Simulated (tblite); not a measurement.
Species: C5H14OSSi.
Z-matrix (Å and degrees, GFN2-xTB geometry), rows numbered from 1:
```
C 
C   1  1.5243
C   2  1.5421  1  114.24
C   3  1.5290  2  109.06  1  -178.11
C   3  1.5348  2  110.12  1    60.60
S   5  1.8231  3  112.81  2   177.33
O   3  1.4045  2  110.14  1   -56.28
Si  7  1.6155  3  133.88  2   -69.00
H   1  1.0873  2  111.41  3   -72.07
H   1  1.0875  2  110.16  3    48.85
H   1  1.0877  2  109.84  3   168.23
H   2  1.0915  1  110.08  3   122.43
H   2  1.0923  1  108.83  3  -119.39
H   4  1.0871  3  109.96  2   175.72
H   4  1.0868  3  110.21  2   -64.27
H   4  1.0869  3  109.93  2    56.09
H   5  1.0883  3  110.89  2    58.68
H   5  1.0889  3  110.11  2   -63.08
H   6  1.3296  5   94.90  3    53.29
H   8  1.4554  7   98.40  3   176.75
H   8  1.4662  7  112.40  3    57.71
H   8  1.4649  7  112.10  3   -64.22
```

Method: GFN2-xTB as coded in tblite; computed harmonic values from a numerical Hessian at the method's own geometry, unscaled. The method is semi-empirical: single wavenumbers can be off by several per cent or more. Modes of hydrogen on silicon and sulfur can be 10 to 20 % off. One conformer, not necessarily the lowest.

Harmonic wavenumbers (cm⁻¹): 35.9, 71.9, 91.4, 127.0, 155.8, 186.0, 208.2, 226.2, 248.5, 256.9, 318.8, 326.0, 388.0, 470.5, 521.8, 618.3, 621.0, 687.8, 744.6, 756.4, 783.8, 812.1, 814.5, 839.3, 856.1, 939.0, 948.3, 1018.6, 1047.4, 1063.6, 1090.8, 1116.9, 1163.2, 1199.3, 1220.1, 1254.9, 1274.5, 1340.5, 1400.1, 1412.2, 1429.8, 1474.7, 1482.0, 1490.2, 1500.3, 1508.1, 2214.0, 2248.2, 2327.6, 2451.9, 2972.4, 2984.2, 2999.5, 3017.5, 3032.6, 3038.9, 3040.2, 3042.2, 3043.2, 3043.7.

A = 1579, B = 1050, C = 811.0 MHz; mass 150.053 u (most abundant isotopes); point group C1, symmetry number 1.

Question: Zero-point energy?

Answer: Half the sum of the wavenumbers: 38499 cm⁻¹ = 110.07 kcal/mol.

Question: Give the ideal-gas entropy at 350 K and 1 bar in the rigid-rotor, harmonic-oscillator model (classical rotation).

Answer: Translation 41.75, rotation 30.34, vibration 43.44: S = 115.5 cal/(mol K).

Question: And Cp and H(350 K) − H(0)?

Answer: Cp = 51.52 cal/(mol K), of which vibrations give 43.57 (their classical limit is 60 R = 119.2); H(350 K) − H(0) = 10.69 kcal/mol without the zero-point energy, 7.90 from vibrations.

Question: How do the functions run with temperature in this model?

Answer: 
```csv
T (K),S (cal/(mol K)),Cp (cal/(mol K)),H − H(0) (kcal/mol),G − H(0) (kcal/mol),ln q(vib)
100,72.9,22.1,1.44,-5.85,2.19
200,92.0,34.1,4.26,-14.14,5.54
300,108.0,45.8,8.25,-24.16,8.86
500,136.5,66.4,19.58,-48.68,15.29
800,172.6,86.8,42.82,-95.22,24.31
1000,192.9,95.7,61.11,-131.81,29.85
```

q(vib) and H(0) count from the zero-point level.

Question: Blend soft modes into free rotors: weight 1/[1 + (100 cm⁻¹/ν̃)⁴] for the oscillator and the rest for a rotor with moment μB/(μ + B), μ = h/(8π²ν), B = 10⁻⁴⁴ kg m². What vibrational entropy results?

Answer: 40.17 cal/(mol K) in place of 43.44, which changes −T·S at 350 K by +1.14 kcal/mol.

Hindered rotation and anharmonicity are outside this model. Other conformers, if any are populated, would add a mixing term that is left out. The structure is chiral; the term R ln 2 for an equal mix with its mirror image is left out.

Hardware: Arm Neoverse N1, one thread, no GPU, shared host. Cost: 1.7 s. The figure is for the frequency step alone.
